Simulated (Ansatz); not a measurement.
H3GeN, SMILES `[NH2][GeH]` (excited triplet) (charge 0, multiplicity 3). This triplet is an excited state, 1.86 eV above the relaxed singlet at the level frozen-core CCSD(T)/cc-pVTZ // PBE0-D3(BJ)/def2-TZVP (Ansatz, a quantum-chemistry and plane-wave program).

All values below come from LDA/cc-pVTZ // PBE0-D3(BJ)/def2-TZVP (Ansatz).

Ansatz 0.2 input:
```yaml
crystal:
  periodic: [false, false, false]
  atoms:
    - { symbol: N, position_ang: [-0.673166, 0.09854, -0.145544] }
    - { symbol: Ge, position_ang: [0.988831, -0.31531, 0.54626] }
    - { symbol: H, position_ang: [-1.211129, 0.781421, 0.370969] }
    - { symbol: H, position_ang: [-1.26322, -0.687655, -0.382714] }
    - { symbol: H, position_ang: [2.158684, 0.123005, -0.388971] }
basis:
  gaussian: { orbitals: cc-pVTZ }
hamiltonian:
  xc: lda
magnetization:
  spin_polarized: true
  initial_magnetization: 2
```

Output:

```
Functional definition: SPW92
712 factors; their error is unknown
mean field evaluation 1: about -57947.8537 eV, gradient 5.2e1 eV
mean field evaluation 2: about -57882.9431 eV, gradient 1.1e2 eV
mean field evaluation 4: about -57957.0995 eV, gradient 1.0e1 eV
mean field evaluation 8: about -57957.8668 eV, gradient 1.2e-1 eV
mean field evaluation 16: about -57957.8588 eV, gradient 1.3e-4 eV
mean field -57957.85882010 eV, -2129.9120263909 hartree, gradient 2.4e-5 eV, S^2 2.001395; 0 other end points of the search recorded, 0 dependent functions left out
reference -57957.85885031 eV, -2129.9120275011 hartree; 22, 20 occupied and 93, 95 virtual orbitals, 712 factors
Total energy: -57957.85885031 eV, -2129.9120275011 hartree
```
